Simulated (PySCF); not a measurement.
A calculated (revPBE, PySCF 2.14, def2-QZVPPD, the non-relativistic Hamiltonian (point nucleus)) atom or ion has these occupied shells.

| shell | electrons | orbital energy (eV) | rms radius, mean of both spins (bohr) |
| --- | --- | --- | --- |
| 1s α | 1 | -8765.2 | 0.0612 |
| 1s β | 1 | -8765.1 | 0.0612 |
| 2s α | 1 | -1057.7 | 0.259 |
| 2s β | 1 | -1057.1 | 0.259 |
| 2p α | 3 | -929.27 | 0.230 |
| 2p β | 3 | -928.79 | 0.230 |
| 3s α | 1 | -127.87 | 0.773 |
| 3s β | 1 | -126.58 | 0.773 |
| 3p α | 3 | -87.833 | 0.814 |
| 3p β | 3 | -86.559 | 0.814 |
| 3d α | 5 | -21.065 | 1.07 |
| 3d β | 4 | -19.974 | 1.07 |
| 4p α | 1 | -9.277 | 3.32 |

**Question.** Name the element and its charge.

**Answer.** Cu⁺ (copper, charge +1), in [Ar] 3d9 4p1, one real determinant (an excited configuration).
